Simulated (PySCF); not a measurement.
# UHF on B³⁺ (boron, charge +3)

Configuration: 1s2, closed-shell 1S. Computed with PySCF 2.14 in cc-pVDZ, with no relativity, point nucleus.

```json
{
  "Total energy": "-21.985427 hartree",
  "One-electron energy": "-24.8828 hartree",
  "Hartree (Coulomb) energy": "5.7948 hartree",
  "Exchange energy": "-2.8974 hartree",
  "Kinetic energy": "21.91697 hartree",
  "⟨S²⟩": "0.0000",
  "⟨L²⟩": "0.000",
  "Sum of ⟨r⟩": "0.6500 bohr",
  "Sum of ⟨r²⟩": "0.2845 bohr²",
  "Density at the nucleus (Gaussians lack the cusp)": "66.3 bohr⁻³",
  "Langevin diamagnetic susceptibility": "-0.225 ×10⁻⁶ cm³/mol",
  "Time after the integrals": "0.03 s of wall time on 1 thread of Neoverse-V1 (shared host)"
}
```

```
shell  electrons  mean orbital energy (hartree)  rms radius, mean of both spins (bohr)
   1s          2                       -9.54402                                  0.377
```
